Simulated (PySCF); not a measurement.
C₆ coefficients of unlike pairs at PBE

Calculated with PySCF 2.14 from the dipole response of each species, C₆(A,B) = (3/π) ∫ α_A(iu) α_B(iu) du, in atomic units, from isotropic polarisabilities. For ions this is the dispersion term alone; charge-induced terms of lower order in 1/R come first.

```
species           configuration                                                                            basis     relativity  α (bohr³)  C₆ (like pair)
     Si       [Ne] 3s2 3p2 (3P)                                                          dyall-av3z (19s12p3d2f)  spin-free X2C      41.47           341.1
   Ca²⁺               [Ar] (1S)                                                             def2-TZVPPD (6s5p3d)           none      3.276           10.60
      F       [He] 2s2 2p5 (2P)                                                           dyall-av3z (15s9p3d2f)           none      3.704           10.05
     Os  [Xe] 4f14 5d6 6s2 (5D)  x2c-TZVPPall with one added diffuse shell each of s, p, d, f type (12s8p8d4f1g)  spin-free X2C      54.01           606.2
```

(1) Estimate C₆ for Ca²⁺ with Si.

No spin-orbit coupling is included.

The other pairs:

| pair | C₆ |
| --- | --- |
| Os, Si | 451.8 |
| Os, F | 68.77 |
| Os, Ca²⁺ | 66.88 |
| F, Si | 48.48 |
| F, Ca²⁺ | 10.27 |

Answers

(1) The integral gives 46.44. The combination rule 2 C_A C_B / (C_A α_B/α_A + C_B α_A/α_B) gives 44.88 and the geometric mean 60.14.
